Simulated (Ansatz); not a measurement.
```yaml
crystal:
  periodic: [false, false, false]
  atoms:
    - {symbol: Cu, position_ang: [0.213969, 0.508936, 1.148362]}
    - {symbol: Cu, position_ang: [0.647454, 0.049359, -1.096300]}
    - {symbol: F, position_ang: [-0.861424, -0.558285, -0.052062]}
basis:
  gaussian: {orbitals: def2-mTZVP}
total_charge: 1
hamiltonian: {xc: {name: HF}}
correlation: {method: bccd_t}
scf: {omitted_lower_state_checks: [starts]}
```

```sh
$ ansatz run in.yaml --threads 4 --pin off --events-out ev --progress --plain --max-ram 3916MiB
```

It prints (some lines left out):

```
Functional definition: HF
880 factors; integrals over basis functions are off by at most 5.6e-4 eV
mean field evaluation 1: about -91878.3370 eV, gradient 1.5e2 eV
mean field evaluation 2: about -91878.4650 eV, gradient 1.5e2 eV
mean field evaluation 4: about -91896.3243 eV, gradient 9.7e0 eV
mean field evaluation 8: about -91896.5748 eV, gradient 9.1e-1 eV
mean field evaluation 16: about -91896.5792 eV, gradient 2.1e-6 eV
mean field evaluation 32: about -91878.6573 eV, gradient 7.3e1 eV
mean field -91896.57919197 eV, -3377.1369955665 hartree, gradient 2.0e-6 eV, S^2 0.000000; 0 other end points of the search recorded, 0 dependent functions left out
11 core orbitals not correlated: weight in the atoms' cores, before any rotation towards them, 1.000 or more for the frozen orbitals, at most 0.000 for the correlated occupied ones
reference -91896.57919197 eV, -3377.1369955665 hartree; 22, 22 occupied and 52, 52 virtual orbitals, 880 factors
second order -33.71983142 eV of doubles, -0.00000000 eV of singles
cycle   1  -24.39741548 eV  change     9.3e0 eV  update   2.7e-1
cycle   2  -27.77250414 eV  change    -3.4e0 eV  update   2.0e-1
cycle   3  -28.31348692 eV  change   -5.4e-1 eV  update   5.0e-2
cycle   4  -28.29935803 eV  change    1.4e-2 eV  update   3.2e-2
cycle   5  -28.18987278 eV  change    1.1e-1 eV  update   1.5e-2
cycle   6  -28.18672157 eV  change    3.2e-3 eV  update   8.9e-3
cycle   7  -28.19577275 eV  change   -9.1e-3 eV  update   5.7e-3
cycle   8  -28.17763652 eV  change    1.8e-2 eV  update   2.6e-3
cycle   9  -28.17674440 eV  change    8.9e-4 eV  update   1.3e-3
cycle  10  -28.18262854 eV  change   -5.9e-3 eV  update   8.0e-4
cycle  11  -28.18279766 eV  change   -1.7e-4 eV  update   4.1e-4
cycle  12  -28.18080352 eV  change    2.0e-3 eV  update   2.0e-4
cycle  13  -28.18163140 eV  change   -8.3e-4 eV  update   1.3e-4
cycle  14  -28.18175753 eV  change   -1.3e-4 eV  update   7.0e-5
cycle  15  -28.18134465 eV  change    4.1e-4 eV  update   4.1e-5
cycle  16  -28.18135687 eV  change   -1.2e-5 eV  update   2.7e-5
cycle  17  -28.18154616 eV  change   -1.9e-4 eV  update   1.1e-5
cycle  18  -28.18150304 eV  change    4.3e-5 eV  update   8.6e-6
perturbative correction -1.20986031 eV, -0.0444615462 hartree
Total energy: -91925.97055532 eV, -3378.2171082473 hartree
Checks for a lower state left out: starts
```

Run time 3.6 s (4 threads of Arm Neoverse V1 on a shared host).

Correlated methods freeze 11 core orbitals.
